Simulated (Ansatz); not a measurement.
Consider the ligand exchange at a Ge–C bond: `C[CH]([SiH3])[GeH3]` + `C=CN[SiH2]Cl` → `C=C[N]([GeH3])[SiH2]Cl` + `CC[SiH3]`.

Computed with Ansatz on PBE0-D4/def2-TZVP structures; ΔE is electronic, products minus reactants. CCSD(T)/CBS is the MP2 limit (def2-TZVPP, def2-QZVPP) plus CCSD(T) − MP2 in def2-TZVPP, frozen cores. DFT in def2-TZVPP. B3LYP here is the variant with VWN-RPA as its local correlation; programs differ in this. For Ge outer-core shells are correlated without core-valence functions, which leaves a few kJ/mol of doubt a bond. Scalar relativity is left out up to krypton. Each species was taken in one conformer, which may not be the lowest.

```json
{"level": "PBE-D4", "ΔE (kJ/mol)": "-16.7", "difference from CCSD(T)/CBS": "4.4"}
{"level": "r2SCAN-D4", "ΔE (kJ/mol)": "-19.1", "difference from CCSD(T)/CBS": "2.0"}
{"level": "B3LYP-D4", "ΔE (kJ/mol)": "-22.7", "difference from CCSD(T)/CBS": "-1.6"}
{"level": "PBE0", "ΔE (kJ/mol)": "-14.8", "difference from CCSD(T)/CBS": "6.3"}
{"level": "HF/def2-TZVPP", "ΔE (kJ/mol)": "-23.3", "difference from CCSD(T)/CBS": "-2.2"}
{"level": "CCSD/def2-TZVPP", "ΔE (kJ/mol)": "-22.6", "difference from CCSD(T)/CBS": "-1.5"}
{"level": "CCSD(T)/def2-TZVPP", "ΔE (kJ/mol)": "-23.5", "difference from CCSD(T)/CBS": "-2.4"}
{"level": "SCS-MP2/def2-QZVPP", "ΔE (kJ/mol)": "-24.6", "difference from CCSD(T)/CBS": "-3.5"}
{"level": "HF/CBS(def2)", "ΔE (kJ/mol)": "-24.2", "difference from CCSD(T)/CBS": "-3.1"}
{"level": "MP2/CBS(def2)", "ΔE (kJ/mol)": "-22.2", "difference from CCSD(T)/CBS": "-1.1"}
{"level": "CCSD(T)/CBS", "ΔE (kJ/mol)": "-21.1", "difference from CCSD(T)/CBS": "0"}
```

Largest T1 diagnostic among the species: 0.012.

The D4 term adds −4.8 kJ/mol with B3LYP and −2.6 kJ/mol with PBE0; it sums over pairs of atoms, weighted by their polarisabilities, and B3LYP, whose exchange is more repulsive, gets the larger term.
